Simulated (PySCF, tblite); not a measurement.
Isomers of C4H9FNSi2 (doublet state), one GFN2-xTB conformer each. Single-point energies are computed at B3LYP/pcH-1 (PySCF, gas phase, no added dispersion term), electronic only. GFN2-xTB treats the open shell by occupation alone, and not every SCF solution was tested for stability.

Question: Rank them by B3LYP/pcH-1 energy, lowest first (kcal/mol).
A. `[CH3:1][SiH:2][CH2:3][C@:4]([F:5])([SiH3:6])[C:7]#[N:8]` (doublet state) with C1–Si2–C3–C4 -166°, Si2–C3–C4–F5 -48°
B. `[CH2:1][SiH2:2][CH2:3][C@@:4]([F:5])([SiH3:6])[C:7]#[N:8]` (doublet state) with H–C1–Si2–C3 58° and -123°, C1–Si2–C3–C4 180°, Si2–C3–C4–F5 55°
C. `[F:1][SiH:2][N:3]([CH2:4][SiH3:5])[CH:6]1[CH:7]=[CH:8]1` (doublet state) with F1–Si2–N3–C4 18°, Si2–N3–C4–Si5 83°, Si2–N3–C6–C7 -4°
D. `[CH:1]#[C:2][SiH2:3][CH2:4][Si@@H:5]([F:6])[NH:7][CH2:8]` (doublet state) with C2–Si3–C4–Si5 -179°, Si3–C4–Si5–F6 62°, C4–Si5–N7–C8 59°, Si5–N7–C8–H -13° and -176°
E. `[CH3:1][SiH2:2][CH:3][C@@:4]([F:5])([SiH3:6])[C:7]#[N:8]` (doublet state) with C1–Si2–C3–C4 -176°, Si2–C3–C4–F5 -11°
F. `[CH:1]#[C:2][SiH2:3][CH:4][Si@@H:5]([F:6])[NH:7][CH3:8]` (doublet state) with C2–Si3–C4–Si5 167°, Si3–C4–Si5–F6 27°, C4–Si5–N7–C8 -175°
G. `[F:1][SiH2:2][N:3]([CH2:4][SiH2:5])[CH:6]1[CH:7]=[CH:8]1` (doublet state) with F1–Si2–N3–C4 -173°, Si2–N3–C4–Si5 -106°, N3–C4–Si5–H -76° and 157°, Si2–N3–C6–C7 -59°
H. `[F:1][SiH2:2][N:3]([CH2:4][SiH3:5])[C@H:6]1[C:7]=[CH:8]1` (doublet state) with F1–Si2–N3–C4 180°, Si2–N3–C4–Si5 -119°, Si2–N3–C6–C7 147°
I. `[F:1][SiH2:2][N:3]([CH2:4][SiH3:5])[C:6]1[CH:7]=[CH:8]1` (doublet state) with F1–Si2–N3–C4 -18°, Si2–N3–C4–Si5 -127°, Si2–N3–C6–C7 -109°

Answer: D (0.0), F (2.8), A (41.7), E (46.9), C (51.4), G (52.5), B (52.8), I (61.4), H (74.6).

As drawn, the lowest has an N–H bond, which the highest lacks; the highest has a three-membered ring, which the lowest lacks. Neighbours under 5.0 kcal/mol apart (C#C[SiH2]C[Si@@H](F)N[CH2] and C#C[SiH2][CH][Si@@H](F)NC; C[SiH2][CH][C@@](F)([SiH3])C#N and F[SiH]N(C[SiH3])C1C=C1; F[SiH]N(C[SiH3])C1C=C1 and F[SiH2]N(C[SiH2])C1C=C1; F[SiH2]N(C[SiH2])C1C=C1 and [CH2][SiH2]C[C@@](F)([SiH3])C#N) can change places with a better method, another conformer or zero-point energy. GFN2-xTB itself gives, in the same order: 0.8, 6.1, 27.3, 30.1, 2.2, 0.2, 41.5, 3.3, 0.0. GFN2-xTB puts F[SiH2]N(C[SiH3])[C@H]1[C]=C1 lowest instead; measured from each level's own lowest isomer, the values differ by up to 74.6 kcal/mol (F[SiH2]N(C[SiH3])[C@H]1[C]=C1: 0.0 against 74.6).

Q: What happens when harmonic zero-point energies from GFN2-xTB frequencies are added?

A: 
| SMILES | ZPE (kcal/mol) | electronic (kcal/mol) | with ZPE (kcal/mol) |
| --- | --- | --- | --- |
| C#C[SiH2]C[Si@@H](F)N[CH2] | 70.3 | 0.0 | 0.0 |
| C#C[SiH2][CH][Si@@H](F)NC | 70.9 | 2.8 | 3.4 |
| C[SiH]C[C@](F)([SiH3])C#N | 70.8 | 41.7 | 42.2 |
| C[SiH2][CH][C@@](F)([SiH3])C#N | 67.9 | 46.9 | 44.5 |
| F[SiH]N(C[SiH3])C1C=C1 | 71.3 | 51.4 | 52.4 |
| F[SiH2]N(C[SiH2])C1C=C1 | 71.1 | 52.5 | 53.3 |
| [CH2][SiH2]C[C@@](F)([SiH3])C#N | 67.2 | 52.8 | 49.7 |
| F[SiH2]N(C[SiH3])[C]1C=C1 | 69.2 | 61.4 | 60.3 |
| F[SiH2]N(C[SiH3])[C@H]1[C]=C1 | 70.0 | 74.6 | 74.3 |

The zero-point energies span 4.1 kcal/mol. The lowest isomer stays, but the order above it changes.

Q: As an exercise, what shares would exp(−E/RT) give at 500 K from these electronic energies alone (no entropy, no degeneracies)?

A: RT = 0.994 kcal/mol: C#C[SiH2]C[Si@@H](F)N[CH2] 94.3 %, C#C[SiH2][CH][Si@@H](F)NC 5.7 %, C[SiH]C[C@](F)([SiH3])C#N under 0.1 %, C[SiH2][CH][C@@](F)([SiH3])C#N under 0.1 %, F[SiH]N(C[SiH3])C1C=C1 under 0.1 %, F[SiH2]N(C[SiH2])C1C=C1 under 0.1 %, [CH2][SiH2]C[C@@](F)([SiH3])C#N under 0.1 %, F[SiH2]N(C[SiH3])[C]1C=C1 under 0.1 %, F[SiH2]N(C[SiH3])[C@H]1[C]=C1 under 0.1 %.
